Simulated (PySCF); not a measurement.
# C$_{7}$H$_{10}$NP: full NMR table

```yaml
Formula: C7H10NP
SMILES: CC(C)c1ncccp1
Point_group_of_the_computed_structure: Cs
Carbon_signals: 6
Proton_signals: 5
```

Numbering as in the mapped SMILES `[CH3:1][CH:2]([CH3:3])[c:4]1[n:5][cH:6][cH:7][cH:8][p:9]1` (H(Xn): hydrogen on atom n).

Calculated, not measured (PySCF 2.14.0 with density-fitted response routines): geometry from PBE0-D3(BJ)/def2-SVP, shieldings: GIAO CAM-B3LYP/pcSseg-1. Non-relativistic, fast rotation and ring inversion assumed for equivalent nuclei, one conformer, isolated molecule.

Scale: ¹H, ¹³C vs TMS; ³¹P against H3PO4; ¹⁵N vs NH3 (reference shieldings calculated alike).

```tsv
carbon	δC, type	δH (multiplicity)	HMBC from (2–3 bonds)	span of the C tensor (ppm)
C1/C3	25.8, CH3	1.39 (d)	H(C2), H(C1)/H(C3)	36
C2	44.1, CH	3.19 (m)	H(C1)/H(C3)	26
C4	223.8, C	–	H(C8), H(C6), H(C2), H(C1)/H(C3)	366
C6	156.7, CH	8.87 (m)	H(C8), H(C7)	216
C7	131.4, CH	7.34 (m)	H(C8), H(C6)	244
C8	183.0, CH	9.25 (m)	H(C6), H(C7)	363
```

Other nuclei:
| atoms | nucleus | environment | δ (ppm) | σ (ppm) |
| --- | --- | --- | --- | --- |
| P9 | ³¹P | phosphorus bonded to 2 C, in a 6-membered ring | 219.8 | 79.4 |
| N5 | ¹⁵N | pyridine-type ring nitrogen | 380.0 | -112.7 |

δC 223.8: substituted aromatic carbon next to a ring nitrogen. δC 183.0, 131.4: aromatic CH. δC 156.7: aromatic CH next to a ring nitrogen; the adjacent pyridine-type nitrogen withdraws density from it. δH 9.25, 7.34: hydrogen on an aromatic CH; ring-current deshielding. δH 8.87: hydrogen on an aromatic CH next to a ring nitrogen; ring current plus the neighbouring ring nitrogen.

Splittings by ³¹P in the carbon and heteronuclear signals aren't shown, as no couplings were computed. Shifts are as computed, not scaled to solution data. Of 1309 compounds with measured shifts, 239 miss one by over three times the rms of a fit or turn the order of signals round; such compounds aren't used in these exercises. Experimental scales use liquid or dissolved standards, which lie at an offset from isolated NH3 (liquid NH3: subtract about 20 ppm) and H3PO4. Unscaled 15N shifts of sp2 nitrogen come out 20 to 40 ppm too high even then. Multiplicities follow the n + 1 count of equivalent neighbours, as no J values were calculated; m marks all less simple cases, F and P coupling included.
